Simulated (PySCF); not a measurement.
An equivalent PySCF input for As⁺ (arsenic, charge +1), [Ar] 3d10 4s2 4p2, high-spin 3P determinant, with the non-relativistic Hamiltonian (point nucleus):

```python
from pyscf import gto, scf, dft, mp, cc
import basis_set_exchange as bse
mol = gto.M(atom="As 0 0 0", charge=1, spin=2, symmetry="D2h",
            basis=gto.basis.parse(bse.get_basis("def2-TZVP", elements=["As"], fmt="nwchem", header=False)))
mf = scf.UHF(mol)
mf.irrep_nelec = {'Ag': (6, 6), 'B1g': (1, 1), 'B2g': (1, 1), 'B3g': (1, 1), 'B1u': (3, 2), 'B2u': (3, 2), 'B3u': (2, 2)}
mf.kernel()
```

It reaches the same state as the run whose output follows, and the same energy. The run itself started from symmetry-adapted Hartree-Fock orbitals and held the occupation by maximum overlap, so the iterations belong to that start.

```
SCF conv_tol = 1e-09
number electrons alpha = 17  beta = 15
cycle= 1 E= -2233.84641392745  delta_E= -0.00339  |g|= 0.021  |ddm|= 0.0533
cycle= 2 E= -2233.84683411123  delta_E= -0.00042  |g|= 0.00768  |ddm|= 0.0184
cycle= 3 E= -2233.84690075145  delta_E= -6.66e-05  |g|= 0.000429  |ddm|= 0.0108
cycle= 4 E= -2233.84690091476  delta_E= -1.63e-07  |g|= 0.00015  |ddm|= 0.000824
cycle= 5 E= -2233.84690092038  delta_E= -5.62e-09  |g|= 2.68e-05  |ddm|= 0.000158
cycle= 6 E= -2233.84690092117  delta_E= -7.92e-10  |g|= 3.95e-06  |ddm|= 0.000109
converged SCF energy = -2233.84690092117  <S^2> = 2.0094356  2S+1 = 3.0062838
```
